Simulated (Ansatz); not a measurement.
Born–Oppenheimer molecular dynamics of BClF2H2 (6 atoms, charge 0, multiplicity 1). It starts at the highest image of a converged band. Of that band: Neighbouring images differ by up to 1.9 eV, so the band resolves the path poorly. A vibrational analysis at the climbing image gives one clearly imaginary mode, 1254i cm⁻¹: a first-order saddle point.

Method: Ansatz, RKS B3LYP/6-31G*.

```json
{"ensemble": "NVE (velocity Verlet)", "time step": "0.5 fs", "steps asked": "200", "starting velocities drawn for": "300 K", "seed": "9686"}
```

First frame:

```xyz
6
Properties=species:S:1:pos:R:3
B 0.088 -0.253 0.013
F 0.155 -0.011 1.607
Cl 1.563 0.332 -0.791
F -1.108 0.112 -0.432
H 0.157 -1.547 0.247
H 0.172 -1.098 1.221
```

(1) How far do the bonds stretch over the last three quarters of this one trajectory? (Pairs bonded in most of those frames.)

Answers

(1) 
```json
{"bond": "B1–Cl3", "mean (Å)": "1.787", "spread (Å)": "0.047", "shortest": "1.71", "longest": "1.86"}
{"bond": "B1–F4", "mean (Å)": "1.324", "spread (Å)": "0.012", "shortest": "1.30", "longest": "1.35"}
{"bond": "B1–H5", "mean (Å)": "1.192", "spread (Å)": "0.018", "shortest": "1.16", "longest": "1.22"}
{"bond": "F2–H6", "mean (Å)": "0.947", "spread (Å)": "0.039", "shortest": "0.89", "longest": "1.01"}
```

Mean temperature of the second half: 1472 K. The conserved energy stayed within 0.28 meV per atom of its start (net change 0.14 meV per atom), so the integration is sound. The system heated up, since it started high on the potential surface and ran downhill. A run of 0.1 ps of so small a system gives no equilibrium averages. The orbitals stay closed-shell, which can raise the energy where a bond breaks towards radicals; this wasn't checked here.

Time of the run: 5.1 min on 1 thread of AMD EPYC 7R43 64-Core Processor (Zen 3), with other jobs on the host, peak memory 0.14 GiB.
